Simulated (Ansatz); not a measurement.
Correlation energies of CH$_{3}$Cl$_{2}$Si, SMILES `C[Si](Cl)Cl` radical by basis set

Z-matrix (Å, degrees):
```
C
Si 1 1.863
H 1 1.091 2 110.1
H 1 1.091 2 110.1 3 120.5
H 1 1.093 2 109.2 3 -119.7
Cl 2 2.058 1 109.2 3 179.2
Cl 2 2.058 1 109.2 3 60.4
```

Total charge 0; spin multiplicity 2. All single points use the PBE0-D4/def2-TZVP geometry. Frozen core, unrestricted reference, Ansatz 0.2.0. CBS rows extrapolate triple and quadruple zeta; past MP2 they add the triple-zeta difference.

```tsv
basis	HF (Eh)	MP2 corr.
def2-SVP	-1247.21442	-0.48344
def2-TZVPP	-1247.68261	-0.65001
def2-QZVPP	-1247.71904	-0.70927
```

Estimate the CCSD correlation energy and the (T) correction in each basis where they were run (hartree).


| basis | CCSD corr. | (T) |
| --- | --- | --- |
| def2-SVP | -0.52969 | -0.01318 |
| def2-TZVPP | -0.70077 | -0.03000 |
| CBS(def2) | -0.80394 | as TZ |
